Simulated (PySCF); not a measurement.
## Spin states of NiH

Unrestricted PBE0; PySCF, no relativity, basis sets Ni def2-TZVP, H def2-TZVP. Outer shells of the fragments: Ni 3d8 4s2; H 1s1.

Followed along the bond (rough minima from three points):

```
2Ms+1   unpaired  ⟨S²⟩ at the start  R at minimum (Å)  Te (eV)
    2        δ ↑               0.76              1.47     0.00
    2        σ ↑               0.76              1.52     0.17
    2        π ↑               0.76              1.53     0.26
    4  σ ↑↑, δ ↑               3.75  none in the scan   ≤ 1.45
```

Solutions found at the starting distance of 1.375 Å, counted from the lowest of them; the search is not exhaustive and high or unbound solutions are not listed, so other states can lie among these:

```json
{"2Ms+1": "2", "unpaired": "δ ↑", "term": "²Δ", "E (eV)": "0.00", "⟨S²⟩": "0.76", "⟨Lz²⟩": "4.00", "μ (D)": "-2.45"}
{"2Ms+1": "2", "unpaired": "σ ↑", "term": "²Σ⁺", "E (eV)": "0.25", "⟨S²⟩": "0.76", "⟨Lz²⟩": "0.00", "μ (D)": "-2.72"}
{"2Ms+1": "2", "unpaired": "π ↑", "term": "²Π", "E (eV)": "0.36", "⟨S²⟩": "0.76", "⟨Lz²⟩": "1.02", "μ (D)": "-2.76"}
{"2Ms+1": "4", "unpaired": "σ ↑↑, δ ↑", "term": "⁴Δ", "E (eV)": "1.70", "⟨S²⟩": "3.75", "⟨Lz²⟩": "4.00", "μ (D)": "0.04"}
{"2Ms+1": "4", "unpaired": "σ ↑, π ↑, δ ↑", "term": "mixed", "E (eV)": "2.79", "⟨S²⟩": "3.75", "⟨Lz²⟩": "5.01", "μ (D)": "-0.32"}
{"2Ms+1": "2", "unpaired": "σ ↓, π ↑, δ ↑", "term": "mixed", "E (eV)": "3.00", "⟨S²⟩": "1.76", "⟨Lz²⟩": "5.01", "μ (D)": "-0.12"}
{"2Ms+1": "2", "unpaired": "σ ↑, π ↓, δ ↑", "term": "mixed", "E (eV)": "3.71", "⟨S²⟩": "1.75", "⟨Lz²⟩": "5.01", "μ (D)": "-0.28"}
{"2Ms+1": "4", "unpaired": "σ ↑, δ ↑↑", "term": "⁴Σ⁻", "E (eV)": "3.88", "⟨S²⟩": "3.76", "⟨Lz²⟩": "0.00", "μ (D)": "-0.37"}
{"2Ms+1": "2", "unpaired": "σ ↓, δ ↑↑", "term": "mixed", "E (eV)": "4.04", "⟨S²⟩": "1.76", "⟨Lz²⟩": "0.00", "μ (D)": "-0.05"}
{"2Ms+1": "4", "unpaired": "σ ↑, π ↑, δ ↑", "term": "mixed", "E (eV)": "4.84", "⟨S²⟩": "3.77", "⟨Lz²⟩": "4.93", "μ (D)": "-1.75"}
{"2Ms+1": "4", "unpaired": "σ ↑↑↑", "term": "⁴Σ⁺", "E (eV)": "4.98", "⟨S²⟩": "3.75", "⟨Lz²⟩": "0.00", "μ (D)": "2.86"}
{"2Ms+1": "2", "unpaired": "σ ↑, π ↓, δ ↑", "term": "mixed", "E (eV)": "5.56", "⟨S²⟩": "1.76", "⟨Lz²⟩": "5.01", "μ (D)": "-1.98"}
{"2Ms+1": "6", "unpaired": "σ ↑↑, π ↑↑, δ ↑", "term": "mixed", "E (eV)": "8.57", "⟨S²⟩": "8.75", "⟨Lz²⟩": "6.00", "μ (D)": "1.17"}
{"2Ms+1": "6", "unpaired": "σ ↑↑, π ↑↑, δ ↑", "term": "mixed", "E (eV)": "8.86", "⟨S²⟩": "8.75", "⟨Lz²⟩": "5.91", "μ (D)": "1.09"}
```

A term symbol is given only where ⟨S²⟩ and ⟨Lz²⟩ are close to those of a pure state; real π, δ and φ orbitals otherwise mix terms. A positive dipole means Ni(−)H(+).

**Question.** Compare the gap between the two lowest followed solutions at the starting distance with the gap between their minima.

**Answer.** At PBE0 the second solution (doublet, unpaired electrons σ ↑) lies +0.25 eV from the first (doublet, unpaired electrons δ ↑) at 1.375 Å and +0.17 eV at the minima; the two curves relax by different amounts, since their minima lie near 1.52 and 1.47 Å.

Counting both spins, an empty level lies below a filled one in some of these solutions, because spin and occupation are held. The state is the lowest single determinant that the PBE0 search found; with open d or f shells the true ground state can be another one.
